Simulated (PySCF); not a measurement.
Molecule: SMILES C[C@@H](CF)O[SiH3], C$_{3}$H$_{9}$FOSi.

Geometry (Å), atoms numbered from 1 in this order:
```xyz
15

C    -1.1809   -1.5219    0.1392
C    -0.3654   -0.2730   -0.1847
C    -1.1330    0.9862    0.2206
F    -0.6091    2.0898   -0.4047
O     0.8516   -0.3494    0.4926
Si    2.2080    0.5256    0.3104
H    -1.4210   -1.5412    1.1993
H    -2.1002   -1.5418   -0.4393
H    -0.5931   -2.4044   -0.0976
H    -0.1792   -0.2192   -1.2674
H    -1.0467    1.1564    1.2975
H    -2.1830    0.9218   -0.0784
H     2.0276    1.9320    0.6685
H     3.0416   -0.2018    1.2553
H     2.6785    0.4490   -1.0756
```

Frames of a GFN2-xTB Langevin trajectory at 200 K; GIAO PBE0/pcSseg-1 shieldings in PySCF 2.14, gas phase, non-relativistic; equivalent atoms averaged within each frame.

Shifts are taken against calculated references (same method and geometry level): ¹³C (σ = 186.93 ppm), ²⁹Si (σ = 349.16 ppm), ¹H (σ = 31.72 ppm) vs TMS; ¹⁹F (σ = 170.95 ppm) against CFCl3; ¹⁷O (σ = 336.08 ppm) vs H2O. The references are static minima.

Task: How do the shifts (ppm) fluctuate along the trajectory?

Result: 
```tsv
time (fs)	C3	C2	C1	F4	O5	Si6	H13/H14/H15	H12	H11	H10
250	90.4	83.7	19.0	-252.5	35.2	-32.9	5.05	4.73	4.30	4.15
425	94.2	80.5	19.1	-236.1	48.9	-46.5	5.14	5.41	5.35	4.30
625	97.2	76.0	25.9	-244.0	47.3	-42.9	4.74	4.85	5.68	4.53
800	93.9	70.9	21.8	-241.2	41.0	-49.2	5.14	4.67	4.84	4.90
1000	106.0	71.9	31.1	-221.4	22.0	-56.3	5.33	5.44	4.98	4.12
mean of frames	96.4	76.6	23.4	-239.0	38.9	-45.6	5.08	5.02	5.03	4.40
standard deviation	5.9	5.5	5.1	11.5	10.9	8.6	0.21	0.38	0.52	0.32
```

5 frames give an uncertainty of the mean of about the standard deviation over 2.2 at best, since frames this close in time may not be independent; classical motion lacks zero-point vibration, and the reference would need the same averaging.
